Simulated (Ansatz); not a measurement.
A made-up structure of BSiH3O2, singlet:

```
atom    x (Å)    y (Å)    z (Å)
  B1  -0.9090   1.0681  -0.0211
 Si2   0.5250  -0.2728   0.3125
  O3   1.5211  -0.1668   1.4523
  O4   0.4433  -1.4489  -0.8024
  H5  -0.6954   2.0241  -0.7004
  H6  -0.0467  -1.6893  -1.6043
  H7   1.0869  -2.1624  -0.7484
```

It is relaxed with PBE-D4/def2-SVP and then PBE0-D4/def2-TZVP (Ansatz 0.2.0). Atoms count as bonded within 1.22 times the sum of their covalent radii (H–H: 0.88 Å). The end point is not checked to be a true minimum.

Question: Does its bonding change? (A judgement: the text doesn't fix the answer.)

Answer: The calculation gives: No: no bond forms or breaks.

Where it ends: The first stage lowers the energy by 2.15 eV in 16 steps. It ends as BSiH₃O₂ ([BH][Si]([O])[OH2]):
B1  (-0.873, 0.985, -0.269)
Si2  (0.768, 0.076, 0.273)
O3  (1.421, -0.757, 1.381)
O4  (0.697, -1.376, -1.080)
H5  (-0.967, 2.102, -0.684)
H6  (-0.225, -1.628, -1.228)
H7  (1.104, -2.050, -0.505)
(Å)

Labels in which every atom is bracketed show which atoms are joined, not bond orders.

For scale, one of the runs: PBE0-D4/def2-TZVP relaxation, 148 basis functions, launched by `ansatz run in.yaml --threads 2 --pin off --events-out ev --progress --plain --max-ram 4352MiB`. Hardware: 2 CPU threads of an Intel Xeon 6975P-C, shared host. Wall time about 16 s.
